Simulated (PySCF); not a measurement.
C2H2Cl2, SMILES Cl/C=C\Cl.

Coordinates come from a ωB97X-D3(BJ)/def2-SVP optimisation.

Method: CAM-B3LYP/def2-TZVPD (PySCF).

Isolated molecule, no solvent.

| Item | Result |
|---|---|
| total energy | -997.82701 hartree |
| point group | C2v |
| highest occupied level | -8.73 eV |
| lowest empty level | 0.49 eV |
| orbital gap | 9.22 eV |
| dipole moment | 1.91 D |
| quadrupole, principal values (traceless, Buckingham form, about the centre of nuclear charge) | -3.49, -2.02, 5.51 D·Å |
| mean static polarisability | 54.7 bohr³ (8.10 Å³) |
| polarisability, principal values | 38.7, 53.8, 71.5 bohr³ |
